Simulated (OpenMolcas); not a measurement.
## O+: from CASSCF to CASPT2

```json
{
  "Program": "OpenMolcas 26.06",
  "Basis": "ANO-R1 [3s2p1d]",
  "Scalar Hamiltonian": "X2C, finite nucleus",
  "Active space": "3 electrons in 3 orbitals (2p)",
  "State averaging": "2S+1 = 4 odd, 1 root; 2S+1 = 2 odd, 8 roots",
  "Spin-orbit coupling": "state interaction with AMFI integrals over the reference wave functions, term energies averaged over their components"
}
```

Methods on the same reference wave functions:
A. CASSCF
B. SS-CASPT2, IPEA 0.25 Eh, imaginary shift 0.1 Eh (closed shells correlated: 1s 2s)

Energies in cm⁻¹ above 2s² 2p³ ⁴S°_3/2, the measured ground level; measured values from NIST Handbook of Basic Atomic Spectroscopic Data.

| Level | A | B | Measured |
| --- | --- | --- | --- |
| 2s² 2p³ ⁴S°_3/2 | 0.0 | 0.0 | 0.0 |
| 2s² 2p³ ²D°_3/2 | 30588 | 28840 | 26831 |
| 2s² 2p³ ²D°_5/2 | 30590 | 28840 | 26811 |
| 2s² 2p³ ²P°_1/2 | 50696 | 45160 | 40470 |
| 2s² 2p³ ²P°_3/2 | 50698 | 45170 | 40468 |

Deviations, from unrounded energies. A percentage is the sum of absolute deviations over the sum of measured energies, with the sign that they share, or ± where signs differ.

```tsv
Against measurement	Levels	A	B
mean absolute deviation (cm-1)	4	7000	3400
other terms of the ground configuration (%)	4	+20.8	+10.0
```

B lies closest to measurement on these levels. The largest miss of B in the table is 2s² 2p³ ²P°_3/2, by +4700 cm-1. The ranking rests on the paired levels alone, and a cruder setting can come out closer through cancelling errors.

From A to B the spin-free energies of the other terms of 2s² 2p³ shown, above ⁴S°, scale by factors of 0.89 to 0.94.

The lowest spin-free term lies below A's lowest term by 0.071 hartree in B.

CASPT2 does not keep the components of a term degenerate, so their means are used; among the terms shown or strongly mixed into the levels shown the widest spread is 67 cm-1 (2s² 2p³ ²P°, B). With the s shell closed, the reference lacks s² → p² mixing. Without dynamic correlation excited terms often stand tens of per cent too high (terms of higher spin than the ground term too low), and those without a measured partner can miss by more than the paired ones (holds for A). Computed and measured levels are paired by configuration, term and J; levels that our copy of the source lacks, or whose pairing is in doubt (as where it misses far off the trend of its configuration), stay unpaired and out of the deviations. Only configurations of the active space appear.

° marks odd parity.
